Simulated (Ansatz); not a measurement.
Program: Ansatz. Geometries: PBE0-D4/def2-TZVP. ΔE: electronic, gas phase. CBS: MP2 limit from def2 TZ/QZ plus the TZ coupled-cluster correction, frozen cores. Functionals use def2-TZVPP. HSE06 is defined as in plane-wave codes. For Ge outer-core shells are correlated without core-valence functions, which leaves a few kJ/mol of doubt a bond. Scalar relativity is left out up to krypton. One conformer a species, not always the lowest.

`CC(C)(C)[CH2][Ge]([F])([F])[F]` + `CO[SiH3]` → `[F][Ge]([F])([F])[O][SiH3]` + `CCC(C)(C)C`  (formal exchange of groups at a Ge–C bond)

```tsv
level	ΔE (kJ/mol)
r2SCAN-D4	-82.0
B97M-V	-86.9
HSE06-D4	-77.8
BHLYP-D4	-85.6
ωB97X-V	-81.7
r2SCAN	-82.7
PBE0	-79.4
r2SCAN0	-87.5
```

(1) What does CCSD(T)/CBS give? (Estimate.)

Largest T1 diagnostic among the species: 0.012.

Results:

(1) The calculation gave: -85.2 kJ/mol. The listed levels differ from it by 3.2, -1.7, 7.4, -0.4, 3.5, 2.5, 5.8, -2.3 kJ/mol.

In def2-TZVPP, CCSD(T) changes the Hartree–Fock value by +13.4 kJ/mol (the triples alone add +2.2 kJ/mol) and MP2 by +9.1 kJ/mol. From PBE to PBE0 (25 % exact exchange), in def2-TZVPP and without D4, ΔE moves by −9.1 kJ/mol. At CCSD(T), def2-SVP lies −8.2 kJ/mol from the extrapolated value and def2-TZVPP −4.7 kJ/mol.

CCSD(T)/CBS has its own doubt, a few kJ/mol and more with outer-core shells, so smaller differences from it don't rank the levels.
